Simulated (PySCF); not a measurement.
## Ionisation energy of V²⁺ by level of theory

V²⁺ [Ar] 3d3 (4F) → V³⁺ [Ar] 3d2 (3F), as a difference of total energies. Calculation: PySCF 2.14, in def2-QZVPPD; no relativity, point nucleus. Correlated levels: valence: [Ar] frozen; valence and next inner shell: [Ne] frozen. The calculations carry no spin-orbit coupling.

```tsv
method	ionisation energy (eV)	plus first-order spin-orbit estimate	difference from reference of that sum (eV)
UHF	28.356	28.348	-0.963
LDA	30.264	30.256	+0.945
PBE	30.014	30.005	+0.694
PBE0	29.839	29.830	+0.519
r2SCAN	29.955	29.947	+0.636
TPSSh	29.647	29.638	+0.327
revPBE	29.931	29.923	+0.612
B97-3	29.596	29.588	+0.277
HSE06	29.822	29.814	+0.503
MP2 (valence)	28.752	28.744	-0.567
SCS-MP2 (valence)	28.488	28.480	-0.831
MP2 (valence and next inner shell)	29.377	29.368	+0.057
SCS-MP2 (valence and next inner shell)	29.097	29.089	-0.222
```

Reference: 29.311 eV (measured; NIST Atomic Spectra Database, ionization energies).

A first-order spin-orbit estimate (lowest level to lowest level, LS coupling) adds -0.009 eV.

These non-relativistic numbers lack the scalar-relativistic shift.

Errors of the correlated levels include the incompleteness of this basis and the frozen core.
